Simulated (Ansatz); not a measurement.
Ansatz (a first-principles code) input (RI-MP2/cc-pVQZ):
A basis named .json is the Basis Set Exchange file of that set.

Ansatz 0.2 input:
```yaml
crystal:
  periodic: [false, false, false]
  atoms:
    - {symbol: C, position_ang: [2.37448486, -0.15503222, 0.29547570]}
    - {symbol: C, position_ang: [1.01288533, -0.26398422, 0.20053783]}
    - {symbol: C, position_ang: [0.06029789, 0.67171240, -0.24689672]}
    - {symbol: C, position_ang: [-1.33713357, 0.45997030, -0.30670933]}
    - {symbol: C, position_ang: [-2.12531577, -0.61491495, 0.01931057]}
    - {symbol: H, position_ang: [2.98093580, -0.97328610, 0.66412678]}
    - {symbol: H, position_ang: [2.89600473, 0.75290023, 0.00569068]}
    - {symbol: H, position_ang: [0.59759750, -1.22179676, 0.51971173]}
    - {symbol: H, position_ang: [0.42439930, 1.64258659, -0.57609986]}
    - {symbol: H, position_ang: [-1.88989010, 1.32306638, -0.68688310]}
    - {symbol: H, position_ang: [-3.20024188, -0.56775277, -0.10578297]}
    - {symbol: H, position_ang: [-1.72011772, -1.54222548, 0.40892849]}
basis:
  gaussian:
    orbitals: cc-pVQZ
    fitting: {mean_field: def2-universal-jkfit, correlation: cc-pVQZ-RIFIT.json}
total_charge: -1
magnetization: {spin_polarized: false}
correlation: {method: mp2, electrons: outside_noble_gas}
```

Output:

```
Functional definition: HF
integrals: 0.82 GiB planned
501 factors; integrals over basis functions are off by at most 3.7e0 eV
mean field: 1.86 GiB planned
mean field evaluation 1: about -5259.8898 eV, gradient 3.0e1 eV
mean field evaluation 2: about -5262.5295 eV, gradient 1.0e1 eV
mean field evaluation 4: about -5262.8885 eV, gradient 8.8e-1 eV
mean field evaluation 8: about -5262.8922 eV, gradient 1.4e-6 eV
mean field -5262.89215979 eV, -193.4077195560 hartree, gradient 1.4e-6 eV, S^2 0.000000; 0 other end points of the search recorded, 0 dependent functions left out
5 core orbitals not correlated
1045 factors; their error is unknown
reference -5262.89215979 eV, -193.4077195560 hartree; 14, 14 occupied and 466, 466 virtual orbitals, 1045 factors
second order -24.38111223 eV of doubles, -0.00000000 eV of singles
Total energy: -5287.27327202 eV, -194.3037089043 hartree
```

It need not be the lowest isomer of its formula. Whether it binds its extra electron was not tested at this geometry.
